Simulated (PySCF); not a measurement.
A geometry optimisation on `C[O][Al]([F])[O]C`.

Computed with PBE0-D3(BJ)/def2-SVP geometry optimisation, gas phase (PySCF 2.14.0). Start geometry: GFN2-xTB. The input is one job of a driver script: a line of settings, then coordinates in Å.

Command:
```bash
OMP_NUM_THREADS=1 python probes_run.py task.json out
```

Input:
```
{"job": {"xc": "PBE0", "basis": "def2-SVP", "d3": "d3bj", "grid": 1, "shake": 0.01, "kind": "geom"}, "charge": 0, "multiplicity": 1}
C     -2.505830    -0.664140     0.041850
O     -1.243510    -0.102030     0.131530
Al    -0.099770     1.046930     0.361440
F     -0.394600     2.624260     0.710710
O      1.524910     0.702010     0.267110
C      2.609750    -0.148240     0.079360
H     -2.528580    -1.614080     0.535390
H     -3.249960     0.016820     0.504340
H     -2.791620    -0.763850    -0.995060
H      3.221160     0.223180    -0.731990
H      2.274640    -1.168380    -0.148110
H      3.223110    -0.180760     0.999120
```

Output:
```
step   0  E = -571.90049822  max force = 0.035922
step   1  E = -571.90469274  max force = 0.008619
step   2  E = -571.90499333  max force = 0.002505
step   3  E = -571.90510035  max force = 0.002467
step   4  E = -571.90529635  max force = 0.004110
step   5  E = -571.90544364  max force = 0.003378
step   6  E = -571.90552664  max force = 0.002399
step   7  E = -571.90556996  max force = 0.000936
step   8  E = -571.90558984  max force = 0.000930
step   9  E = -571.90560700  max force = 0.000860
step  10  E = -571.90562191  max force = 0.001176
step  11  E = -571.90563326  max force = 0.001061
step  12  E = -571.90563996  max force = 0.000762
step  13  E = -571.90564160  max force = 0.000733
step  14  E = -571.90564398  max force = 0.000470
step  15  E = -571.90564722  max force = 0.000570
step  16  E = -571.90565564  max force = 0.000820
step  17  E = -571.90567271  max force = 0.001071
step  18  E = -571.90568636  max force = 0.000840
step  19  E = -571.90569337  max force = 0.000572
step  20  E = -571.90569997  max force = 0.000566
step  21  E = -571.90570479  max force = 0.000780
step  22  E = -571.90570921  max force = 0.000573
step  23  E = -571.90571238  max force = 0.000347
optimisation converged
```

Energies in Eh; «max force» is the largest Cartesian gradient component in Eh/bohr.

**Question.** Give the first gradient maximum in eV/Å.

**Answer.** With 1 Eh/bohr = 51.422 eV/Å, 1.847 eV/Å.

**Question.** How much energy does the optimisation release, in kJ/mol?

**Answer.** E(step 0) − E(last step) = 0.005214 Eh, which is 13.7 kJ/mol.

Summary of the converged run: final energy -571.90571 Eh after 23 steps; dipole 1.99 D.

**Question.** Where do the atoms end?

**Answer.** 0.224 Å rms from the input after alignment:
```
atom  x, y, z in Å
C1    -2.3903   -0.6754    0.3713
O2    -1.0492   -0.3325    0.2500
Al3   -0.0695    1.0311    0.2614
F4    -0.7111    2.5367    0.5119
O5     1.5852    0.9178    0.0155
C6     2.5357   -0.0778   -0.1756
H7    -2.5368   -1.3759    1.2122
H8    -3.0444    0.1984    0.5458
H9    -2.7457   -1.1815   -0.5436
H10    3.1187    0.1185   -1.0924
H11    2.0918   -1.0858   -0.2689
H12    3.2484   -0.1016    0.6677
```

**Question.** How long does this job take on one thread, Arm Neoverse V2 (aarch64), no GPU, shared host? And the peak memory of the process?

**Answer.** About 1.8 min, with 0.49 GiB resident at the peak, the Python interpreter and its libraries included.
Labels such as C1 count atoms from 1, the log's own numbers from 0.
